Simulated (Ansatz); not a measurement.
C₂H₅Be, SMILES [Be][CH2]C, multiplicity 2.

Geometry: r2SCAN-D4/def2-TZVP. The spin state was assumed, not searched. The isomer is the one that the SMILES or the coordinates give; other isomers of the formula were not compared.

Two levels are set side by side: PBE/def2-TZVPD (Ansatz, a first-principles code) and CAM-B3LYP/def2-TZVPD (Ansatz). Energy differences of separate SCF runs at the same geometry; the states with an electron removed or added have multiplicity 1 and 1. Differences are taken from unrounded values.

```
quantity                         CAM-B3LYP   PBE  PBE minus CAM-B3LYP
-------------------------------  ---------  ----  -------------------
vertical ionisation energy (eV)       7.85  7.70                -0.15
vertical electron affinity (eV)       0.43  0.43                 0.00
```

Here PBE gives about what the other level gives.
